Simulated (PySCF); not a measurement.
**Correlation energy of F³⁺ (fluorine, charge +3)**

[He] 2s2 2p2, high-spin 3P determinant. Calculation: PySCF 2.14, in jorge-DZP-DKH; scalar relativity by spin-free X2C-1e. Frozen: 1s2; 4 electrons correlated.

MP2 pair energies summed by pair of shells (mhartree):

```json
{"pair": "2s-2p", "energy": "-32.29", "share (%)": "56.3"}
{"pair": "2s-2s", "energy": "-20.97", "share (%)": "36.6"}
{"pair": "2p-2p", "energy": "-4.11", "share (%)": "7.2"}
```

Total MP2 correlation energy: -57.37 mhartree.

Same-spin part -6.82 and opposite-spin part -50.55 mhartree; SCS-MP2 scales them by 1/3 and 6/5 to -62.93 mhartree.

| level | correlation energy (mhartree) |
| --- | --- |
| CCSD | -79.87 |
| (T) | -0.45 |
| CCSD(T) | -80.32 |

Diagnostics: T1 = 0.0034, D1 = 0.0069, largest double amplitude 0.125.

Task: Is a single reference adequate?

Result: Mostly. T1 lies below 0.03, but a double amplitude of this size points to a near-degeneracy that CCSD handles and MP2 describes poorly.
